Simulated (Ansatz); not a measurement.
Born–Oppenheimer molecular dynamics of a periodic cell of 22 atoms, H15NO6 (contents 6 H2O + 1 NH3, density as packed 0.95 g/cm³ with natural masses). It goes on from the last frame of an earlier run, with new velocities.

These are results of DFT r2SCAN, scalar-relativistic, plane waves, PAW (Ansatz 0.2.0), not measurements. Settings: accuracy low, cutoff 500 eV, k mesh 1x1x1, fermi-dirac smearing 0.02 eV, no spin polarisation.

```
ensemble                      : NVE (velocity Verlet)
time step                     : 0.5 fs
steps asked                   : 80
starting velocities drawn for : 300 K
seed                          : 236768
```

First frame:

```xyz
22
Lattice="6.0277 0.0000 0.0000 0.0000 6.0277 0.0000 0.0000 0.0000 6.0277" Properties=species:S:1:pos:R:3
O 0.763 0.595 1.037
H -0.031 1.161 1.200
H 0.625 0.035 0.256
O 2.343 1.589 2.986
H 1.995 1.180 2.160
H 2.383 0.845 3.583
O 3.867 4.957 0.622
H 4.242 5.514 1.309
H 4.300 5.144 -0.220
O 5.175 -0.154 4.291
H 5.145 0.562 3.624
H 5.888 -0.716 4.004
O 4.693 2.429 1.677
H 4.336 3.189 1.149
H 3.874 2.196 2.187
O 1.370 4.717 3.253
H 1.284 5.047 2.331
H 1.737 3.792 3.229
N 0.974 3.811 5.926
H 1.941 3.999 5.691
H 0.871 3.388 6.883
H 0.522 3.222 5.200
```

Question: What does the run give?

Answer: All steps were run.

```json
{
 "steps done": "80",
 "time covered": "40 fs",
 "mean temperature over the second half": "259 K",
 "spread of the potential energy over the second half": "3.9 meV per atom",
 "mean potential energy of the second half above the start": "5.0 meV per atom"
}
```

The conserved energy stayed within 0.046 meV per atom of its start (net change 0.036 meV per atom), so the integration is sound. A run of 0.04 ps of so small a system gives no equilibrium averages. Limits of this set-up: coarse k mesh, low accuracy level.

Question: What happens to the structure?

Answer: Mean squared displacements from the first frame to the last, about the centre of mass: O 0.03 Å², H 0.21 Å², N 0.01 Å². This is one draw of velocities; another would differ in detail.

Question: How do temperature and energy run in time?

Answer: 
```tsv
time (fs)	T (K)	potential energy less start (eV)	conserved less start (meV/atom)
0.0	300	0.000	0.00
2.0	307	-0.018	-0.01
4.0	287	0.034	-0.02
6.0	247	0.144	0.02
8.0	230	0.190	0.01
10.0	230	0.189	-0.01
12.0	229	0.194	0.01
14.0	228	0.195	-0.02
16.0	209	0.247	0.04
18.0	239	0.165	-0.02
20.0	240	0.162	0.02
22.0	255	0.121	-0.03
24.0	232	0.183	0.00
26.0	208	0.251	0.04
28.0	241	0.161	0.00
30.0	275	0.068	0.01
32.0	317	-0.046	-0.02
34.0	310	-0.029	-0.02
36.0	261	0.106	0.03
38.0	248	0.140	0.01
40.0	254	0.126	0.04
```

Time of the run: 9.5 min on 1 thread of Arm Neoverse V1, with other jobs on the host, peak memory 0.57 GiB.
